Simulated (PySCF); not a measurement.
**Spectroscopy problems**

- geometry: PBE0-D3(BJ)/def2-SVP
- J: B3LYP/pcJ-1
- shieldings: GIAO PBE0/pcSseg-1
- code: PySCF
- averaged over atoms made equivalent by symmetry, fast rotation or ring inversion, one computed conformer, relativity neglected, no solvent model

δ = σ(ref) − σ, references computed at the same level: TMS for $^{1}$H (σref 31.27), $^{13}$C (σref 184.41). Multiplet labels drop J under 1 Hz and among equivalent protons, and merge close values. Unscaled 3J(H,H) run several per cent high. Where no couplings were computed, multiplicities follow the n + 1 count of equivalent neighbours, and m marks all less simple cases (inequivalent or close neighbours, rings, F or P nearby). Carbons bonded to boron are broad in practice. Shifts are as computed. Against solution values, carbons near 30 ppm lie about +2 ppm off and those near 130 ppm about +5 ppm. Of 1313 compounds with measured shifts, 239 miss one by over three times the rms of a fit or turn the order of signals round; such compounds aren't used in these exercises.

(1) C3BN3. $^{13}$C{$^{1}$H} NMR (computed): δ 129.1 (C). Give a structure.

(2) C6H11N3. $^{1}$H NMR (400 MHz, computed): δ 7.38 (s, 1H), 3.92 (s, 3H), 2.95 (sept, 1H), 1.20 (d, 6H). $^{13}$C{$^{1}$H} NMR (computed): δ 158.9 (C), 134.4 (CH), 40.9 (CH3), 28.8 (CH), 25.7 (CH3). What is it?

## Answers

(1) `C(#N)B(C#N)C#N`. 1 carbon signal for 3 carbons: some carbons are equivalent by symmetry or fast rotation. Carbon types of the structure: 3 × C. δC 129.1: nitrile carbon; this is the usual window of a C≡N carbon, which has no attached hydrogen.

This is the structure that produced the data.

(2) SMILES CC(C)c1cnn(C)n1. The formula gives 3 degrees of unsaturation (1 ring in the answer). 5 carbon signals for 6 carbons: some carbons are equivalent by symmetry or fast rotation. Carbon types of the structure: 1 × C, 2 × CH, 3 × CH3, which accounts for all hydrogens. δC 158.9: substituted aromatic carbon next to a ring nitrogen. δC 134.4: aromatic CH next to a ring nitrogen. δC 25.7: methyl carbon; a saturated carbon with 1 carbon neighbour and no heteroatom attached. δH 7.38: hydrogen on an aromatic CH next to a ring nitrogen; the ring current deshields protons in the ring plane.

The data come from this structure; uniqueness wasn't tested.
